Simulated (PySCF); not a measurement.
**Potential energy of PrI along the bond**

Set-up: PySCF, spin-free X2C with a Gaussian nucleus, basis sets Pr x2c-SVPall, I x2c-SVPall. Energies in eV from Pr (4f3 6s2) + I in their ground configurations at the same level. All curves are PBE0. state 1: quintet, about 2.9 electrons in the 4f shell (Mulliken), real f orbitals that mix terms; state 2: Ms = 1 determinant of mixed spin, about 2.9 electrons in the 4f shell (Mulliken), real f orbitals that mix terms, a second solution, started from another occupation; state 3: triplet, about 2.1 electrons in the 4f shell (Mulliken), real f orbitals that mix terms, a second solution, started from another occupation.

```json
{"R (Å)": "2.564", "state 1": "-2.892", "state 2": "-2.928", "state 3": "-2.311"}
{"R (Å)": "2.683", "state 1": "-3.409", "state 2": "-3.368", "state 3": "-2.633"}
{"R (Å)": "2.802", "state 1": "-3.685", "state 2": "-3.593", "state 3": "-2.737"}
{"R (Å)": "2.892", "state 1": "-3.781", "state 2": "-3.662", "state 3": "-2.717"}
{"R (Å)": "2.981", "state 1": "-3.807", "state 2": "-3.670", "state 3": "-2.641"}
{"R (Å)": "3.070", "state 1": "-3.781", "state 2": "-3.632", "state 3": "-2.524"}
{"R (Å)": "3.190", "state 1": "-3.688", "state 2": "-3.532", "state 3": "-2.329"}
{"R (Å)": "3.339", "state 1": "-3.512", "state 2": "-3.353", "state 3": "-2.051"}
{"R (Å)": "3.518", "state 1": "-3.253", "state 2": "-3.094", "state 3": "-1.699"}
{"R (Å)": "3.756", "state 1": "-2.876", "state 2": "-2.721", "state 3": "-1.235"}
```

Put a parabola through the three lowest points of the state 1 curve and estimate Re, k and ωe (reduced mass 66.77 u; 1 eV/Å² = 0.16022 mdyn/Å; ωe = 1302.8·√(k/μ) cm⁻¹).

Through R = 2.892, 2.981, 3.07 Å the second-order coefficient is 3.28 eV/Å², so Re ≈ 2.981 Å, k ≈ 1.05 mdyn/Å and ωe ≈ 164 cm⁻¹. A polynomial fit of higher order to the unrounded PBE0 energies gives Re = 2.976 Å, k = 1.05 mdyn/Å, ωe = 163 cm⁻¹; anharmonicity and rounding make the difference.

The higher-order fit for each curve: state 1: Re = 2.976 Å, ωe = 163 cm⁻¹, De = 3.81 eV; state 2: Re = 2.949 Å, ωe = 160 cm⁻¹, minimum 3.67 eV below the ground-state fragments; state 3: Re = 2.821 Å, ωe = 195 cm⁻¹, minimum 2.74 eV below the ground-state fragments.

⟨S²⟩ of the unrestricted solution departs from its pure value on part of the curve, where spin states mix. These are scalar-relativistic numbers at best; spin–orbit coupling would shift them, the dissociation energy most. The state is the lowest single determinant that the PBE0 search found; with open d or f shells the true ground state can be another one.
